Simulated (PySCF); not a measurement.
MoFH5, SMILES [F][MoH5], multiplicity 1.

The structure is a stationary point at B3LYP-D3(BJ)/def2-TZVP. A frequency run showed that this geometry is not a minimum. The spin state was assumed, not searched. The def2 effective core potentials stand for the cores of Mo; spin–orbit coupling is left out.

The numbers are results of PBE/def2-TZVPD (PySCF), not measurements.

The molecule is in vacuum.

The total energy comes out as -170.94302 hartree. The point group is C4v, the highest occupied level comes out as -6.77 eV and the lowest empty level is -6.10 eV. The orbital gap is 0.67 eV and the dipole moment is 0.88 D. The quadrupole, principal values (traceless, Buckingham form, about the centre of nuclear charge) comes out as -7.04, 3.52, 3.52 D·Å and the mean static polarisability is 51.8 bohr³ (7.67 Å³). The polarisability, principal values comes out as 50.8, 50.8, 53.7 bohr³.
